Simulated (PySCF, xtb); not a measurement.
Bonds broken one at a time in the series B I-H. Gas-phase values, no solvent. Strings in code marks are SMILES.

Quantity: homolytic bond dissociation enthalpy at 298 K (no spin–orbit term), in kcal/mol. Thermal and zero-point terms are GFN2-xTB rigid-rotor harmonic values (xtb).

A: I–B bond of `IBI`, giving `[BH]I` and `[I]`
B: B–I bond of `BI`, giving `[BH2]` and `[I]`
C: I–B bond of `IB(I)I`, giving `I[B]I` and `[I]`

Put the candidates in order of homolytic bond dissociation enthalpy at 298 K (no spin–orbit term), lowest first, for ωB97X-D3(BJ)/def2-TZVP // PBE0-D3(BJ)/def2-TZVP (PySCF).

C (86.2 kcal/mol), A (90.5 kcal/mol), B (94.8 kcal/mol)
